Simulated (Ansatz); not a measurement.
Reaction (ligand exchange at a Ge–S bond): `[SH][GeH]([Cl])[Cl]` + `N=C=O` → `O=C=[N][GeH]([Cl])[Cl]` + H₂S

Isolated molecules relaxed with PBE0-D4/def2-TZVP in Ansatz; ΔE leaves out vibrations. CBS: MP2 limit from def2 TZ/QZ plus the TZ coupled-cluster correction, frozen cores. This one scheme is used for every species. DFT in def2-TZVPP. For Ge outer-core shells are correlated without core-valence functions, which leaves a few kJ/mol of doubt a bond. Scalar relativity is left out up to krypton. Each species was taken in one conformer, which may not be the lowest.

Is it downhill or uphill in electronic energy at CCSD(T)/CBS, and by how much? (An estimate is asked.)

Ansatz gave: Nearly level: ΔE = +0.3 kJ/mol.

What do these levels give: BLYP-D4, r2SCAN-D4, ωB97M-V, B2PLYP, r2SCAN, LC-ωPBE? (Best estimate.)

Computed: BLYP-D4 6.9, r2SCAN-D4 6.6, ωB97M-V 2.0, B2PLYP -0.3, r2SCAN 7.2, LC-ωPBE 0.9 kJ/mol.

Largest T1 diagnostic among the species: 0.018.

In def2-TZVPP, CCSD(T) changes the Hartree–Fock value by +9.3 kJ/mol (the triples alone add +1.7 kJ/mol) and MP2 by +10.1 kJ/mol. From BLYP to BHLYP (50 % exact exchange), in def2-TZVPP and without D4, ΔE moves by −10.6 kJ/mol.
